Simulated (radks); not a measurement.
Isoelectronic series with 19 electrons, each ion in its NIST ground configuration. All-electron calculation, scalar-relativistic Kohn-Sham, SCAN, spin-polarised, spherical densities, finite nucleus; open shells are filled with parallel spins first (spin-orbit coupling, left out, can overturn this in heavy ions); meta-GGA in the generalised Kohn-Sham scheme; Fermi nuclear charge, rms radius of each element as measured or else 0.836 A^(1/3) + 0.57 fm. Program: a radial shooting solver on a logarithmic mesh with Libxc functionals. Total energies (hartree) and mean radii <r> (bohr):

ion,configuration,E (hartree),3d up,3p down,3p up
Ti3+,[Ar] 3d1,-852.13430,1.255,1.057,1.056
Ni9+,[Ar] 3d1,-1491.92280,0.6696,0.6885,0.6866
Ga12+,[Ar] 3d1,-1882.33153,0.5541,0.5875,0.5859
Se15+,[Ar] 3d1,-2320.37102,0.4742,0.5125,0.5112
Rb18+,[Ar] 3d1,-2806.61698,0.4152,0.4545,0.4535
Zr21+,[Ar] 3d1,-3341.72742,0.3695,0.4083,0.4074
Tc24+,[Ar] 3d1,-3926.43892,0.3331,0.3705,0.3698
Pd27+,[Ar] 3d1,-4561.57750,0.3033,0.3390,0.3384
In30+,[Ar] 3d1,-5248.06118,0.2784,0.3123,0.3118

Estimate the row of Mn6+ ([Ar] 3d1).

Answer. E (hartree) -1148.65325; 3d up 0.8569; 3p down 0.8328; 3p up 0.8306.
